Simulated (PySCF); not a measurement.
C3H8O2Si, SMILES CO[Si@H](O)C=C. Atoms are numbered in the order given.

```xyz
14

C      2.4218    -0.1881    -0.5241
C      1.5615    -0.8868     0.2265
Si    -0.2612    -0.5343     0.2469
O     -0.8102    -0.1784     1.7779
O     -0.4545     0.7430    -0.7984
C     -1.6915     1.2902    -1.1600
H      2.0720     0.6215    -1.1737
H      3.4985    -0.3933    -0.5237
H      1.9526    -1.6926     0.8623
H     -1.1128    -1.6809    -0.1699
H     -0.2845     0.4623     2.2669
H     -2.2341     1.6948    -0.2870
H     -1.5233     2.1137    -1.8707
H     -2.3454     0.5458    -1.6508
```
Charge 0, spin multiplicity 1.

Geometry optimised at PBE0-D3(BJ)/def2-SVP. The structure was generated by enumeration; whether it is a known compound was not checked. The values are those of a single conformer.

Level of theory: HF/pcSseg-1 (PySCF).

GIAO shieldings, no solvent; atoms listed in one row are averaged. δ = σ(ref) − σ: ¹³C against TMS (σ = 192.6 ppm); ²⁹Si against TMS (σ = 393.8 ppm); ¹⁷O against H2O (σ = 333.0 ppm); ¹H against TMS (σ = 31.99 ppm), references at their B3LYP-D3(BJ)/def2-TZVP geometries, non-relativistic.

Computed chemical shifts:
```tsv
nucleus	atoms	count	δ (ppm)
¹³C	C1	1	152.1
¹³C	C2	1	137.8
¹³C	C6	1	49.2
²⁹Si	Si3	1	-31.9
¹⁷O	O4	1	39.1
¹⁷O	O5	1	1.4
¹H	H7	1	6.89
¹H	H8	1	6.66
¹H	H9	1	6.07
¹H	H10	1	4.39
¹H	H12, H13, H14	3	3.85
¹H	H11	1	1.87
```
